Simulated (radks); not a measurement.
Effect of the nuclear size on neutral selenium, [Ar] 3d10 4s2 4p4. Calculated with a radial shooting solver on a logarithmic mesh with Libxc functionals: Dirac Kohn-Sham, exchange-only LDA, spin-unpolarised, spherical densities, finite nucleus; open shells fill j = l - 1/2 first; Fermi nuclear charge, rms radius 4.14 fm. The rms radius is varied about that value; shifts are against it.

| rms radius (fm) | total energy shift (eV) | density at nucleus (e/bohr^3) | 1s1/2 shift (meV) | 2s1/2 shift (meV) | 3p1/2 shift (meV) | 4s1/2 shift (meV) |
|---|---|---|---|---|---|---|
| 3.6101 | -0.111 | 3.995e+04 | -47.3 | -4.70 | 0.069 | -0.069 |
| 3.755 | -0.0823 | 3.984e+04 | -35.0 | -3.47 | 0.051 | -0.051 |
| 4.14 | 0 | 3.956e+04 | 0.000 | 0.000 | 0.000 | 0.000 |
| 4.405 | 0.0610 | 3.939e+04 | 25.9 | 2.57 | -0.038 | 0.038 |
| 4.6078 | 0.110 | 3.926e+04 | 46.7 | 4.64 | -0.068 | 0.068 |

Slopes of the eigenvalues against <r^2> in GHz/fm^2, as finite differences over the two radii next to the reference (eigenvalue slopes, not the field-shift constants of lines): 1s1/2 2770, 2s1/2 276, 3p1/2 -4.06, 4s1/2 4.04.
